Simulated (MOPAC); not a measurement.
Input for MOPAC: AM1 on SeS+, 2S+1 = 2, a spin state set in the input, which need not be the lowest, a point of a bond scan (R = 1.909 Å). Charge +1.

```
AM1 1SCF PRECISE CHARGE=1 UHF MS=0.5 THREADS=1
SSe

S      0.00000000 1     0.00000000 1     0.00000000 1
Se     0.00000000 1     0.00000000 1     1.90934200 1
```

Program output:

```
*******************************************************************************
 **                                                                           **
 **                              MOPAC v23.2.5                                **
 **                                                                           **
 *******************************************************************************
 ** MOPAC's Digital Object Identifier: https://doi.org/10.5281/zenodo.6511958 **
 **                                                                           **
 ** Please cite the open-source release paper for use of this MOPAC version:  **
 ** J. E. Moussa and J. J. P. Stewart (2026)                                  **
 ** MOPAC: An open-source semiempirical molecular orbital program             **
 ** J. Open Source Softw., 11(119), 8025, https://doi.org/10.21105/joss.08025 **
 *******************************************************************************

                              AM1 CALCULATION RESULTS

 *******************************************************************************
 *  AM1        - The AM1 Hamiltonian to be used
 *  UHF        - UNRESTRICTED HARTREE-FOCK CALCULATION
 *
 *
 *
 *                 CHARGE ON SYSTEM = +1
 *
 *
 *
 *  MS=        - IN MECI, MAGNETIC COMPONENT OF SPIN =  0.5
 *  PRECISE    - TIGHTER CRITERIA TO BE USED
 *  1SCF       - DO 1 SCF AND THEN STOP
 *  THREADS=1  - MULTI-THREADING NOT USED
 *  T=         - A TIME OF 172800.0 SECONDS REQUESTED
 *  DUMP=N     - RESTART FILE WRITTEN EVERY 7200.0 SECONDS REQUESTED
 *******************************************************************************
AM1 1SCF PRECISE CHARGE=1 UHF MS=0.5 THREADS=1
 SSe

   ATOM   CHEMICAL          X               Y               Z
  NUMBER   SYMBOL      (ANGSTROMS)     (ANGSTROMS)     (ANGSTROMS)

     1       S          0.00000000  *   0.00000000  *   0.00000000  *
     2      Se          0.00000000  *   0.00000000  *   1.90934200  *



          CARTESIAN COORDINATES

    NO.       ATOM           X           Y           Z

     1         S          0.0000      0.0000      0.0000
     2        Se          0.0000      0.0000      1.9093

  S: (AM1): M.J.S. DEWAR, Y-C YUAN, INORGANIC CHEMISTRY, 29, 3881:3890,  (1990)
 Se: (AM1): J. J. P. STEWART, J. MOL. MOD., 10, 155-164 (2004)

           Empirical Formula: S Se  =     2 atoms



      MOLECULAR POINT GROUP   :   C*v


          UHF CALCULATION, NO. OF ALPHA ELECTRONS =    6
                           NO. OF BETA  ELECTRONS =    5

 -------------------------------------------------------------------------------
 AM1 1SCF PRECISE CHARGE=1 UHF MS=0.5 THREADS=1
 SSe



     1SCF WAS SPECIFIED, SO BFGS WAS NOT USED
     SCF FIELD WAS ACHIEVED


                              AM1 CALCULATION
                                                       MOPAC v23.2.5 Linux




          FINAL HEAT OF FORMATION =        237.15741 KCAL/MOL =     992.26660 KJ/MOL


          COSMO AREA              =         86.00 SQUARE ANGSTROMS
          COSMO VOLUME            =         71.22 CUBIC ANGSTROMS

          IONIZATION POTENTIAL    =         13.144116 EV
          ALPHA SOMO LUMO (EV)    =        -13.144 -8.353
          BETA  SOMO LUMO (EV)    =        -16.089 -7.303
          NO. OF ALPHA ELECTRONS  =          6
          NO. OF BETA  ELECTRONS  =          5
          MOLECULAR WEIGHT        =        111.0200         POINT GROUP:  C*v

          MOLECULAR DIMENSIONS (Angstroms)

            Atom       Atom       Distance
           Se     2    S     1     1.90934
           Se     2    S     1     0.00000
            S     1   Se     2     0.00000


          SCF CALCULATIONS        =          1





   ATOM   CHEMICAL          X               Y               Z
  NUMBER   SYMBOL      (ANGSTROMS)     (ANGSTROMS)     (ANGSTROMS)

     1       S          0.00000000  *   0.00000000  *   0.00000000  *
     2      Se          0.00000000  *   0.00000000  *   1.90934200  *

                             CARTESIAN COORDINATES

   1    S        0.000000000     0.000000000     0.000000000
   2   Se        0.000000000     0.000000000     1.909342000


           Empirical Formula: S Se  =     2 atoms



      MOLECULAR POINT GROUP   :   C*v


          ALPHA EIGENVALUES
 -25.75218 -21.79529 -17.86670 -17.86670 -17.74393 -13.14412  -8.35348  -8.35348


           BETA EIGENVALUES
 -26.26446 -20.08707 -16.10287 -16.08945 -16.08945  -7.30252  -7.30252  -5.44490


              NET ATOMIC CHARGES AND DIPOLE CONTRIBUTIONS

  ATOM NO.   TYPE          CHARGE      No. of ELECS.   s-Pop       p-Pop
    1          S           0.038068        5.9619     1.97557     3.98636
    2         Se           0.961932        5.0381     1.97560     3.06247
 DIPOLE           X         Y         Z       TOTAL
 POINT-CHG.     0.000     0.000     2.299     2.299
 HYBRID        -0.000    -0.000    -0.070     0.070
 SUM           -0.000    -0.000     2.230     2.230


          ATOMIC ORBITAL ELECTRON POPULATIONS

     Atom    s        px        py        pz
    1  S   1.97557   1.22691   1.22691   1.53254
    2 Se   1.97560   0.77309   0.77309   1.51629


                    (SZ)    =    0.500000
                    (S**2)  =    1.182911


          ATOMIC ORBITAL SPIN POPULATIONS

    Atom   Total    s     px     py     pz
         Atomic
    1  S  1.3913  0.024  0.450  0.450  0.467
    2 Se -0.3913  0.024 -0.450 -0.450  0.484

 **********************
 *                    *
 * JOB ENDED NORMALLY *
 *                    *
 **********************




 == MOPAC DONE ==
```

The run finished. Its determinant has ⟨S²⟩ = 1.18, a mixture of spin states.

Cost: around 0.04 core-seconds (rough).
